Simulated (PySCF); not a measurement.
An equivalent PySCF input for P (phosphorus, neutral), [Ne] 3s2 3p3, high-spin 4S determinant, with the spin-free X2C one-electron Hamiltonian (Gaussian nucleus):

```python
from pyscf import gto, scf, dft, mp, cc
import basis_set_exchange as bse
mol = gto.M(atom="P 0 0 0", charge=0, spin=3, symmetry="D2h",
            basis=gto.basis.parse(bse.get_basis("aug-cc-pVDZ-DK", elements=["P"], fmt="nwchem", header=False)),
            nucmod="G")
mf = dft.UKS(mol, xc="MN15").sfx2c1e()
mf.irrep_nelec = {'Ag': (3, 3), 'B1u': (2, 1), 'B2u': (2, 1), 'B3u': (2, 1)}
mf.kernel()
```

It reaches the same state as the run whose output follows, with an energy that differs only through the grid. The run itself started from symmetry-adapted Hartree-Fock orbitals and held the occupation by maximum overlap, on a logarithmic radial grid, so the iterations belong to that start.

```
SCF conv_tol = 1e-09
number electrons alpha = 9  beta = 6
XC functionals = MN15
    H. S. Yu, X. He, S. L. Li, and D. G. Truhlar.,  Chem. Sci. 7, 5032-5051 (2016)
    H. S. Yu, X. He, S. L. Li, and D. G. Truhlar.,  Chem. Sci. 7, 5032-5051 (2016)
cycle= 1 E= -342.071004952841  delta_E= -0.00512  |g|= 0.00754  |ddm|= 0.408
cycle= 2 E= -342.071083279352  delta_E= -7.83e-05  |g|= 0.00272  |ddm|= 0.053
cycle= 3 E= -342.071089294354  delta_E= -6.02e-06  |g|= 0.000465  |ddm|= 0.0186
cycle= 4 E= -342.071089707763  delta_E= -4.13e-07  |g|= 8.57e-05  |ddm|= 0.00227
cycle= 5 E= -342.071089725319  delta_E= -1.76e-08  |g|= 7.52e-06  |ddm|= 0.000688
cycle= 6 E= -342.071089725433  delta_E= -1.14e-10  |g|= 8.15e-07  |ddm|= 4.31e-05
converged SCF energy = -342.071089725433  <S^2> = 3.7500973  2S+1 = 4.0000486
```
